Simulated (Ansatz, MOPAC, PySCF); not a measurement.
HBr (SMILES Br) and H4OSi (SMILES O[SiH3]) are pulled apart as rigid monomers along the line of their centres of mass, from the B3LYP-D3(BJ)/def2-TZVP minimum. Starting geometry (charge 0, multiplicity 1):
```xyz
8

Br    -0.467    -1.377    -0.096
H      0.413    -0.308     0.254
O     -1.039    -0.114     3.187
Si     0.560     0.223     3.388
H     -1.286    -0.702     2.465
H      1.344    -0.970     3.789
H      0.642     1.262     4.432
H      1.163     0.742     2.127
```

Interaction energies with rigid monomers; basis-set methods are counterpoise corrected unless marked otherwise.

Frozen-core correlation. Filled d and f shells under p-block atoms count as core. Rows in 6-31G* carry no dispersion term and start afresh at each structure (6-31G* with six Cartesian d functions); the Pople sets are all-electron and without relativity. MP2/6-31G* freezes PySCF's default core, which leaves 3d correlated. The state reached by PM3 isn't checked.

Run with Ansatz (a program for electronic structure); MOPAC for PM3 (differences of heats of formation); PySCF for 6-31G* rows. Values without a source in brackets are computed.

```csv
Br1···H5 (Å),PM3 (kJ/mol),wB97X-V/def2-TZVPPD (kJ/mol),wB97M-V/def2-TZVPPD (kJ/mol),MP2/6-31G* (kJ/mol),CCSD(T)/def2-TZVPPD (kJ/mol)
2.53,(withheld),-6.2,-7.1,7.0,-3.4
2.77,-10.4,-10.2,-10.6,-2.5,(withheld)
3.15,-4.4,-8.7,-8.6,-5.0,-7.7
3.80,-0.8,-4.2,-4.1,-2.9,-3.9
4.87,0.0,-1.1,-1.2,-0.7,-1.1
```

**Question.** Complete the blanks.

**Answer.** 
- 2.53, PM3 (kJ/mol): -13.6
- 2.77, CCSD(T)/def2-TZVPPD (kJ/mol): -8.3
